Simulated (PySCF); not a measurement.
# Diatomics of I with the alkali metals

MP2 with double-zeta basis sets in PySCF, for the lowest determinant that a PBE0 search found; no spin–orbit coupling. De refers to high-spin ground-configuration atoms.

| M | basis | reference, frozen orbitals | state (unpaired electrons) | Re (Å) | ωe (cm⁻¹) | De (eV) |
| --- | --- | --- | --- | --- | --- | --- |
| Li | def2-SVP | RHF, 4 | singlet (closed shell) | 2.412 | 492 | 3.50 |
| Na | def2-SVP | RHF, 5 | singlet (closed shell) | 2.755 | 250 | 3.13 |
| Rb | def2-SVP | RHF, 4 | singlet (closed shell) | 3.256 | 137 | 3.16 |
| Cs | def2-SVP | RHF, 4 | singlet (closed shell) | 3.430 | 118 | 3.29 |

(1) The row for M = K is missing. Estimate Re, ωe and De as the mean of the rows for Na and Rb, and compare with the calculation.

Correlated steps freeze the inner cores (4 to 9 orbitals); shallow outer-core shells are correlated. Correlated levels converge slowly with the basis: in double zeta they bind strong bonds too weakly, by up to about 1 eV, and carry superposition errors of some tenths. These are scalar-relativistic numbers at best; spin–orbit coupling would shift them, the dissociation energy most. Where the molecule has an RHF reference, its open-shell atoms are computed with UHF.

Results:

(1) The means are 3.005 Å, 194 cm⁻¹ and 3.15 eV. RHF-MP2 in def2-SVP gives KI as a singlet (closed shell) with Re = 3.119 Å, ωe = 179 cm⁻¹, De = 3.23 eV, so the estimate is off by -11.4 pm, +8 % and -0.08 eV.
